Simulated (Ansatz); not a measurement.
Si(H)(Cl) anion (ClHSi), SMILES Cl[SiH] (connectivity only; charge and spin as stated), charge -1, multiplicity 2.

Coordinates come from a PBE-D3(BJ)/def2-TZVPD optimisation. The spin state was assumed, not searched. The isomer is the one that the SMILES or the coordinates give; other isomers of the formula were not compared.

Two levels are set side by side: PBE/def2-TZVPD (Ansatz, a first-principles code) and ωB97X-V/def2-TZVPD (Ansatz). Energy differences of separate SCF runs at the same geometry; the states with an electron removed or added have multiplicity 1. Differences are taken from unrounded values.

| quantity | ωB97X-V |
|---|---|
| vertical ionisation energy (eV) | 1.33 |

Q: What does PBE give, and how far is it from ωB97X-V? (Estimate from the structure and the level; the computed values follow.)

A: 
| quantity | PBE | PBE minus ωB97X-V |
|---|---|---|
| vertical ionisation energy (eV) | 1.36 | 0.02 |

On these quantities the two levels nearly agree.
